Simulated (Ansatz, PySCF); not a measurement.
Ways to break one bond of CCO [ethanol]:

A. CCO -> C[CH]O + H atom
B. CCO [ethanol] → [CH2]C + [OH] (HO)
C. CCO [ethanol] -> [CH2]CO + H atom
D. CCO -> [CH3] (CH3) + [CH2]O

Quantity: bond dissociation energy (enthalpy at 298 K, with B3LYP-D3(BJ) rigid-rotor harmonic-oscillator terms from PySCF), kcal/mol. Structures are relaxed separately at B3LYP-D3(BJ)/def2-TZVP in Ansatz (a quantum-chemistry and plane-wave program), one conformer each, not searched for the lowest. Valence correlation only, unless marked. Open shells are spin-unrestricted. No spin-orbit coupling. Non-relativistic. Basis-set limits of correlation are two-point, X^-3; Hartree-Fock from the larger set. The bracket is a focal-point correction in the basis named.

```json
[
 {"": "A", "RI-HF/cc-pVTZ (Ansatz)": "70.9", "PBE0/def2-SVP (Ansatz)": "88.5", "CCSD/STO-3G (Ansatz)": "105.1", "RI-MP2/CBS(cc-pVTZ,cc-pVQZ)+[CCSD(T)-MP2]/cc-pVTZ (Ansatz)": "95.7"},
 {"": "B", "RI-HF/cc-pVTZ (Ansatz)": "54.2", "PBE0/def2-SVP (Ansatz)": "93.1", "CCSD/STO-3G (Ansatz)": "82.3", "RI-MP2/CBS(cc-pVTZ,cc-pVQZ)+[CCSD(T)-MP2]/cc-pVTZ (Ansatz)": "94.8"},
 {"": "C", "RI-HF/cc-pVTZ (Ansatz)": "76.5", "PBE0/def2-SVP (Ansatz)": "98.8", "CCSD/STO-3G (Ansatz)": "117.8", "RI-MP2/CBS(cc-pVTZ,cc-pVQZ)+[CCSD(T)-MP2]/cc-pVTZ (Ansatz)": "103.2"},
 {"": "D", "RI-HF/cc-pVTZ (Ansatz)": "58.2", "PBE0/def2-SVP (Ansatz)": "85.9", "CCSD/STO-3G (Ansatz)": "97.3", "RI-MP2/CBS(cc-pVTZ,cc-pVQZ)+[CCSD(T)-MP2]/cc-pVTZ (Ansatz)": "87.8"}
]
```
